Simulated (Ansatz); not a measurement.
Coupled-cluster run, `O[Si](O)(O)[O][Ti]([Cl])([Cl])[Cl]`.

```yaml
crystal:
  periodic: [false, false, false]
  atoms:
    - {symbol: O, position_ang: [1.013312, 0.567316, -1.888271]}
    - {symbol: Si, position_ang: [0.741556, -0.501882, -0.703442]}
    - {symbol: O, position_ang: [2.131084, -1.229438, -0.301093]}
    - {symbol: O, position_ang: [-0.342523, -1.666713, -1.038527]}
    - {symbol: O, position_ang: [0.143253, 0.419795, 0.529513]}
    - {symbol: Ti, position_ang: [-1.099759, 1.182498, 1.479899]}
    - {symbol: Cl, position_ang: [-0.976833, 3.346121, 1.283244]}
    - {symbol: Cl, position_ang: [-2.999344, 0.454363, 0.667923]}
    - {symbol: Cl, position_ang: [-0.897026, 0.579605, 3.564475]}
    - {symbol: H, position_ang: [1.556285, 0.291549, -2.627845]}
    - {symbol: H, position_ang: [2.077573, -2.070283, 0.155737]}
    - {symbol: H, position_ang: [-1.270577, -1.428333, -1.087612]}
basis:
  gaussian: {orbitals: def2-TZVPP}
correlation: {method: ccsd_t}
output: {orbitals: {seedname: orbitals}}
```

```sh
$ ansatz run in.yaml --threads 4 --pin off --events-out ev --progress --plain --max-ram 66560MiB --backend cuda --devices 0, --max-vram 37GiB
```

Output of Ansatz, abridged:

```
Functional definition: HF
2491 factors; integrals over basis functions are off by at most 9.1e-4 eV
mean field evaluation 1: about -76662.6717 eV, gradient 7.7e1 eV
mean field evaluation 2: about -76663.1078 eV, gradient 7.8e1 eV
mean field evaluation 4: about -76673.7073 eV, gradient 1.6e1 eV
mean field evaluation 8: about -76674.2576 eV, gradient 1.2e0 eV
mean field evaluation 16: about -76674.2635 eV, gradient 1.5e-6 eV
mean field -76674.26353139 eV, -2817.7272130963 hartree, gradient 1.5e-6 eV, S^2 0.000000; 0 other end points of the search recorded, 0 dependent functions left out
29 core orbitals not correlated: weight in the atoms' cores, before any rotation towards them, 1.000 or more for the frozen orbitals, at most 0.000 for the correlated occupied ones
reference -76674.26353139 eV, -2817.7272130963 hartree; 32, 32 occupied and 337, 337 virtual orbitals, 2491 factors
second order -56.14246693 eV of doubles, -0.00000000 eV of singles
cycle   1  -54.81579137 eV  change     1.3e0 eV  update   3.0e-1
cycle   2  -56.50169816 eV  change    -1.7e0 eV  update   2.3e-1
cycle   3  -57.01900298 eV  change   -5.2e-1 eV  update   6.6e-2
cycle   4  -57.05064842 eV  change   -3.2e-2 eV  update   2.5e-2
cycle   5  -57.02061214 eV  change    3.0e-2 eV  update   8.6e-3
cycle   6  -57.01001371 eV  change    1.1e-2 eV  update   3.6e-3
cycle   7  -57.01169033 eV  change   -1.7e-3 eV  update   2.0e-3
cycle   8  -57.01164531 eV  change    4.5e-5 eV  update   8.6e-4
cycle   9  -57.01133999 eV  change    3.1e-4 eV  update   3.9e-4
cycle  10  -57.01193463 eV  change   -5.9e-4 eV  update   1.7e-4
cycle  11  -57.01193382 eV  change    8.0e-7 eV  update   7.8e-5
cycle  12  -57.01172407 eV  change    2.1e-4 eV  update   3.4e-5
cycle  13  -57.01175186 eV  change   -2.8e-5 eV  update   2.2e-5
perturbative correction -2.80417685 eV, -0.1030515984 hartree
Total energy: -76734.07946010 eV, -2819.9254079316 hartree
```

Hardware: 4 threads of an AMD EPYC 7R13 on a shared host and a share of an NVIDIA H100 80 GB. Wall time 39 s, peak host memory 1.7 GiB.

The correlation energy is -59.816 eV, 4.7 % of it from (T); the T1 diagnostic reads 0.0207.
